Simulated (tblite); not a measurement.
Species: C₁₀H₅Cl.
InChI=1S/C10H5Cl/c1-2-7-3-8-5-10(11)6-9(8)4-7/h1,3-6H

The geometry is computed with GFN2-xTB (gas phase).

Take the most abundant isotopes and a rigid rotor. 

Q: What are A, B and C (MHz)?

A: Ia = 97.40, Ib = 1171.92, Ic = 1269.32 u·Å²; 505379 MHz·u·Å²/I gives A = 5189, B = 431.2, C = 398.2 MHz.

Q: Classify the top.

A: A near-prolate asymmetric top. Ray's parameter κ = (2B − A − C)/(A − C) = -0.986; −1 is the prolate and +1 the oblate limit.

Q: Is it planar, by Δ = Ic − Ia − Ib?

A: Planar: Δ = Ic − Ia − Ib = 0.00 u·Å². For a rigid frame Δ = −2 Σ m c², so it vanishes when all atoms lie in the ab plane; here none is more than 0.01 Å from it.

Q: Give the coordinates in the principal-axis frame, origin at the centre of mass.

A: The sense of each axis is arbitrary; atoms in the order of the calculation.
| atom | mass (u) | a (Å) | b (Å) | c (Å) |
| --- | --- | --- | --- | --- |
| C1 | 12.000 | -4.927 | -0.082 | -0.001 |
| C2 | 12.000 | -3.727 | 0.011 | 0.000 |
| C3 | 12.000 | -2.329 | 0.080 | 0.000 |
| C4 | 12.000 | -1.548 | 1.189 | 0.000 |
| C5 | 12.000 | -0.168 | 0.737 | 0.001 |
| C6 | 12.000 | 1.114 | 1.148 | 0.001 |
| C7 | 12.000 | 1.952 | -0.070 | 0.001 |
| Cl8 | 34.969 | 3.659 | 0.018 | -0.001 |
| C9 | 12.000 | 1.192 | -1.184 | 0.001 |
| C10 | 12.000 | -0.191 | -0.729 | 0.001 |
| C11 | 12.000 | -1.469 | -1.140 | 0.000 |
| H12 | 1.008 | -5.974 | -0.147 | -0.002 |
| H13 | 1.008 | -1.875 | 2.211 | -0.001 |
| H14 | 1.008 | 1.517 | 2.143 | 0.001 |
| H15 | 1.008 | 1.524 | -2.203 | 0.001 |
| H16 | 1.008 | -1.868 | -2.138 | -0.001 |

Q: Where do the levels up to J = 2 lie, in K?

A: Above 0(0,0), as E/k:
J = 1: 1(0,1) 0.040, 1(1,1) 0.268, 1(1,0) 0.270
J = 2: 2(0,2) 0.119, 2(1,2) 0.346, 2(1,1) 0.351, 2(2,1) 1.036, 2(2,0) 1.036

Its GFN2-xTB frequencies are all real (lowest 58 cm⁻¹). Constants of a rigid frame at the computed geometry: no zero-point averaging, no centrifugal distortion.
